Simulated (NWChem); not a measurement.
Species: C2H7FOSi; SMILES CC[SiH](O)F

```xyz
12

Si     0.0029     0.5221     0.3390
O     -1.5160     0.7906    -0.2606
F      0.8811     1.7778    -0.1864
C      0.7592    -1.0559    -0.3073
C     -0.0307    -2.3188     0.0334
H      0.0173     0.5755     1.8283
H     -2.1592     0.0785    -0.2316
H      0.8704    -0.9470    -1.4003
H      1.7855    -1.1216     0.0950
H     -0.1469    -2.4496     1.1217
H      0.4620    -3.2255    -0.3498
H     -1.0425    -2.2969    -0.4041
```
Atoms are numbered in this order, from 1.

Program: NWChem. Coordinates come from a PBE0/def2-SVP optimisation. Not confirmed as a minimum by frequencies. Total energies compare along this basis series because the functional is fixed.

```tsv
level	basis functions	energy (Ha)	highest occupied level (eV)	orbital gap (eV)	dipole (D)
TPSS/def2-SVP	109	-544.8582	-6.90	7.19	2.99
TPSS/def2-SVPD	166	-544.8861	…	…	…
TPSS/def2-TZVP	203	-545.2775	-7.07	6.85	3.03
TPSS/def2-TZVPP	264	-545.2809	-7.07	6.85	2.99
```

Q: Some entries are withheld; supply them.

A: 
- TPSS/def2-SVPD, highest occupied level (eV): -7.14
- TPSS/def2-SVPD, orbital gap (eV): 6.65
- TPSS/def2-SVPD, dipole (D): 3.11
